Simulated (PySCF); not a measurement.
All values below come from PySCF with PBE0-D3(BJ)/def2-TZVP. All species are isolated molecules in the gas phase. One relaxed conformer stands for a flexible species; it need not be the lowest. Excitations are Tamm–Dancoff values on a coarser integration grid. The basis has no diffuse functions, so Rydberg states are missing or too high.

Reference species (SMILES): `[SiH2]1C=C(S)C=C1` (H–S–C–C torsion 180°) (neutral, multiplicity 1).

The T1 excitation (TDA) is 2.57 eV. The HOMO comes out as -6.44 eV. The LUMO is -1.62 eV.

Changed species: `C1=C[SiH](C=C1)S` (H–S–Si–C torsion 54°).

Q: Give the shifts of the T1 excitation (TDA), HOMO and LUMO.

A: the T1 excitation (TDA) hardly moves; the HOMO falls by 0.44 eV, to -6.88 eV; the LUMO falls by 0.23 eV, to -1.85 eV.
